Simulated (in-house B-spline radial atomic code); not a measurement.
Values are calculated unless marked as measured or tabulated.
Two electrons in InAs: a parabolic dot with ħω = 0.404 meV in all three directions with a doubly ionised double donor at its centre

For InAs the NSM archive of the Ioffe Institute lists m* = 0.023 m0 and ε = 15.15. Real donors also feel a central-cell potential, which shifts the ground state; some double donors stay shallow and helium-like, others are deep centres that this model can't describe. In so narrow a gap the band flattens within tens of meV, so real spacings are smaller, by up to some tenths.

Effective-mass model with parabolic bands, a uniform dielectric constant, no image charges, no central-cell or spin-orbit terms. Two-electron levels come from full CI in B-splines with partial waves to l = 5 (up to 0.001 effective hartree above the limit).

**Question.** What are the effective units, and what is the potential in them?

**Answer.** Ha* = 27211.386 meV × 0.023/15.15² = 2.727 meV and a* = 0.0529177 nm × 15.15/0.023 = 34.86 nm. The frequency is ω = 0.148 Ha*, with −2/r added.

In these units the lowest s and p orbitals lie at -1.9918 and -0.4298, and their Coulomb and exchange integrals are J_ss = 1.2564, J_sp = 0.5359 and K_sp = 0.04281. Full CI gives -2.8779 for the ground singlet, -1.9817 for the sp triplet, -1.9509 for the sp singlet and -2.0116 for the lowest triplet of two s orbitals.

**Question.** What does it cost to add the second electron, to first order and exactly?

**Answer.** To first order E = 2ε_s + J_ss = -2.7273, so the charging energy E(2) − 2E(1) is J_ss = 3.426 meV. CI gives -2.8779 − 2 × (-1.9918) = 1.1058, or 3.015 meV: relaxation and correlation lower it by 0.4107 meV, 12.0 % of J_ss. The s² configuration of one-electron orbitals holds 93.1 % of the state, and the mean radius is 31.9 nm.

**Question.** How far above the singlet do the triplets lie?

**Answer.** To first order the sp triplet lies at ε_s + ε_p + J_sp − K_sp = -1.9285, which is 2.178 meV above 2ε_s + J_ss. CI gives -1.9817 − (-2.8779) = 0.8962, or 2.444 meV, 57 % of the orbital spacing of 4.259 meV. The ss triplet lies 2.362 meV up, so the lower of the two is the ss one, and its gap equals k_BT at 27.4 K. The sp singlet-triplet splitting is 0.08382 meV, against 2K_sp = 0.2335 meV.
